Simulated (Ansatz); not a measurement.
`ClC1O[SiH2]1` and `ClC1(Br)O[SiH2]1` differ in one atom or group.

Ansatz, PBE0-D4/def2-TZVP geometries, multiplicity 1. 

Scalar relativity is left out up to krypton. Spin–orbit coupling is left out; it splits and shifts lone-pair levels of the heavy atoms by tenths of an eV.

| property | `ClC1O[SiH2]1` |
| --- | --- |
| HOMO energy (PBE/def2-TZVPP) / eV | -6.27 |
| size of the dipole moment (B3LYP/def2-TZVPP) / D | 2.71 |
| size of the dipole moment (ωB97M-V/def2-TZVPP) / D | 2.77 |
| HOMO energy (ωB97M-V/def2-TZVPP) / eV | -9.71 |
| LUMO energy (B3LYP/def2-TZVPP) / eV | -1.26 |
| LUMO energy (PBE0/def2-TZVPP) / eV | -1.03 |

(1) What does the change do to each property? (Estimate.)

Results:

(1) Computed: 
| property | `ClC1(Br)O[SiH2]1` | shift |
| --- | --- | --- |
| HOMO energy (PBE/def2-TZVPP) / eV | -6.42 | -0.15 |
| size of the dipole moment (B3LYP/def2-TZVPP) / D | 3.18 | 0.47 |
| size of the dipole moment (ωB97M-V/def2-TZVPP) / D | 3.25 | 0.48 |
| HOMO energy (ωB97M-V/def2-TZVPP) / eV | -9.77 | -0.06 |
| LUMO energy (B3LYP/def2-TZVPP) / eV | -1.80 | -0.54 |
| LUMO energy (PBE0/def2-TZVPP) / eV | -1.58 | -0.55 |

With PBE0 the HOMO falls by 0.11 eV and the LUMO falls by 0.55 eV, so the gap narrows by about 0.44 eV. PBE moves the HOMO by -0.15 eV and ωB97M-V by -0.06 eV. Dipoles are sizes alone; their direction can turn.

B3LYP here is the variant with VWN-RPA as its local correlation; programs differ in this.
